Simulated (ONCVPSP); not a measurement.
**Transferability test, ONCV potential for Sb (Z = 51)**

```json
{
 "Element": "antimony",
 "Generator": "ONCVPSP 4.0.1",
 "Type": "optimised norm-conserving Vanderbilt (ONCV)",
 "Functional": "LDA (Perdew-Wang 92)",
 "Relativity": "fully relativistic",
 "Frozen core": "[Kr] 4d10",
 "Valence charge": "5",
 "Reference configuration": "5s2 5p3",
 "Partial waves": "5s: rc 1.90 bohr, ncon 4, nbas 8, qcut 2.7 1/bohr, 2 projectors, debl 1.9 Ha; 5p: rc 1.85 bohr, ncon 4, nbas 7, qcut 3.8 1/bohr, 2 projectors, debl 3.5 Ha",
 "Local potential": "polynomial inside 1.75 bohr (lpopt 4, dvloc0 4 Ha)",
 "Core correction": "none"
}
```

Open shells are filled in proportion to 2j + 1.

Energies are relative to the spin-unpolarised reference configuration 5s2 5p3; without spin polarisation the order of configurations can differ from experiment.

**Question.** Give the all-electron excitation energy and the error of the potential for: 5s2 5p2; 5s2 5p1; 5s2 5p0; 5s1 5p0.

**Answer.**

| valence configuration | charge | ΔE all-electron (eV) | error AE − PS (meV) |
| --- | --- | --- | --- |
| 5s2 5p2 | +1 | 8.532 | +4.4 |
| 5s2 5p1 | +2 | 24.801 | +31 |
| 5s2 5p0 | +3 | 49.607 | +123 |
| 5s1 5p0 | +4 | 94.418 | +495 |

Levels in the configuration 5s2 5p0:

```
   level  all-electron (eV)  pseudo (eV)
5s j=1/2            -39.385      -39.210
```
